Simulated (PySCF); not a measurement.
C4H11BeN, SMILES [Be]([C](C)(C)C)[NH2].

The structure is a stationary point at PBE-D3(BJ)/def2-SVP. The values are those of a single conformer.

All values below come from PBE-D3(BJ)/def2-SVP in PySCF.

Harmonic, unscaled wavenumbers; measured fundamentals usually lie a few per cent lower.

| mode | ν (cm⁻¹) | IR (km/mol) | moving atoms (share of kinetic energy) |
|---|---|---|---|
| 1 | 9 | 0.2 | H 93 % |
| 2 | 89 | 0.4 | C 45 %, H 34 %, N 18 % |
| 3 | 91 | 0.6 | C 41 %, H 38 %, N 18 % |
| 4 | 244 | 0.0 | H 99 % |
| 5 | 279 | 0.0 | H 95 % |
| 6 | 279 | 0.0 | H 95 % |
| 7 | 310 | 0.1 | H 30 %, C 29 %, N 28 %, Be 12 % |
| 8 | 314 | 2.2 | H 40 %, Be 40 %, C 20 % |
| 9 | 339 | 1.8 | C 43 %, H 42 %, Be 15 % |
| 10 | 366 | 0.8 | C 48 %, H 43 %, Be 8 % |
| 11 | 390 | 87.0 | H 71 %, C 12 %, N 11 % |
| 12 | 440 | 92.0 | Be 58 %, H 16 %, C 14 %, N 13 % |
| 13 | 548 | 0.0 | C 48 %, H 30 %, N 20 % |
| 14 | 648 | 77.5 | H 51 %, Be 31 %, N 16 % |
| 15 | 812 | 5.9 | C 65 %, H 32 % |
| 16 | 914 | 0.0 | H 82 %, C 18 % |
| 17 | 930 | 1.6 | H 57 %, C 43 % |
| 18 | 930 | 1.5 | H 58 %, C 42 % |
| 19 | 977 | 6.9 | H 69 %, C 31 % |
| 20 | 983 | 3.1 | H 69 %, C 31 % |
| 21 | 1132 | 31.4 | C 43 %, H 38 %, Be 13 % |
| 22 | 1163 | 0.4 | C 68 %, H 32 % |
| 23 | 1168 | 0.0 | C 69 %, H 31 % |
| 24 | 1316 | 100.1 | Be 55 %, H 20 %, C 18 % |
| 25 | 1325 | 1.4 | H 80 %, C 19 % |
| 26 | 1326 | 1.0 | H 80 %, C 20 % |
| 27 | 1353 | 1.1 | H 80 %, C 19 % |
| 28 | 1400 | 1.9 | H 97 % |
| 29 | 1400 | 2.5 | H 97 % |
| 30 | 1405 | 0.0 | H 96 % |
| 31 | 1426 | 6.9 | H 96 % |
| 32 | 1426 | 6.7 | H 96 % |
| 33 | 1431 | 23.3 | H 92 % |
| 34 | 1490 | 125.7 | H 80 %, N 15 % |
| 35 | 2907 | 38.4 | H 96 % |
| 36 | 2908 | 36.0 | H 96 % |
| 37 | 2911 | 80.4 | H 96 % |
| 38 | 2993 | 24.0 | H 92 %, C 8 % |
| 39 | 2997 | 15.0 | H 92 %, C 8 % |
| 40 | 2998 | 47.0 | H 92 %, C 8 % |
| 41 | 3028 | 21.1 | H 91 %, C 9 % |
| 42 | 3032 | 19.8 | H 91 %, C 9 % |
| 43 | 3033 | 37.6 | H 91 %, C 9 % |
| 44 | 3506 | 45.3 | H 95 % |
| 45 | 3583 | 27.8 | H 92 %, N 8 % |
